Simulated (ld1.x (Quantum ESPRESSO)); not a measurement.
Ranking TM potentials for O (Z = 8)

All share these settings but for the change named:

| Property | Result |
| --- | --- |
| Element | O |
| Generator | ld1.x (Quantum ESPRESSO) 7.5 |
| Type | norm-conserving Troullier–Martins (Kleinman–Bylander form) |
| Functional | LDA (PZ) |
| Relativity | non-relativistic |
| Frozen core | [He] |
| Valence charge | 6 |
| Reference configuration | 2s2 2p3.5 (charge +0.5) |
| Partial waves | 2p (bound): rc 1.25 bohr; 3d channel at -0.15 Ry: rc 1.10 bohr; 2s (bound): rc 0.90 bohr |
| Local potential | the s channel |
| Core correction | Bessel-smoothed model core, default radius (core density twice the valence density) |

Cutoff: the first of the cutoffs (Ry, on a coarse ladder) from which the occupation-weighted sum of valence levels, in a spherical-Bessel basis at the reference potential, stays within 10 and 1 mRy of its value at 400 Ry; the density cutoff is not measured.

The base gives 90 Ry.

Of 10 variants that were run, those that failed, showed a ghost or another fault, or gave nearly equal values are left out.

A variant can come out equal or close to the base.

**Question.** Rank these variants from softest to hardest (loose cutoff).
A. all radii but the core radius scaled by about 1.19 (s 1.08, p 1.48, d 1.30 bohr)
B. all radii but the core radius scaled by about 0.82 (s 0.74, p 1.02, d 0.90 bohr)
C. all radii but the core radius scaled by about 1.31 (s 1.18, p 1.64, d 1.44 bohr)
D. all radii but the core radius scaled by about 1.04 (s 0.94, p 1.30, d 1.14 bohr)
E. all radii but the core radius scaled by about 0.95 (s 0.86, p 1.20, d 1.04 bohr)

**Answer.** C (55 Ry), A (70 Ry), D (80 Ry), E (100 Ry), B (120 Ry).
